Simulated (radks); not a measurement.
The niobium ion Nb3+, configuration [Kr] 4d1 5p1 (not the ground configuration). Method: scalar-relativistic Kohn-Sham, PBE, spin-polarised, spherical densities, finite nucleus; open shells are filled with parallel spins first (spin-orbit coupling, left out, can overturn this in heavy ions); Fermi nuclear charge, rms radius 4.324 fm; computed with a radial shooting solver on a logarithmic mesh with Libxc functionals. Some entries of the table are withheld. Estimate them.

orbital  occ.  eigenvalue (hartree)  r(max) (bohr)
1s up       1             -692.5464        0.02349
1s down     1             -692.5456        0.02349
2s up       1             -98.06759         0.1332
2s down     1             -98.06234         0.1332
2p up       3             -87.71304         0.1065
2p down     3             -87.70868         0.1064
3s up       1             -17.50402         0.3955
3s down     1             -17.50047         0.3955
3p up       3             -14.11952         0.3892
3p down     3             -14.11551         0.3893
3d up       5              -8.58991         0.3344
3d down     5              -8.58421         0.3344
4s up       1                   (1)          1.027
4s down     1                   (2)          1.025
4p up       3              -2.57354          1.111
4p down     3              -2.53589          1.108
4d up       1              -1.29244          1.365
4d down     0              -1.24657          1.356
5p up       1              -0.82502          2.893

Answer. 
(1) 4s up eigenvalue (hartree): -3.47592
(2) 4s down eigenvalue (hartree): -3.44224
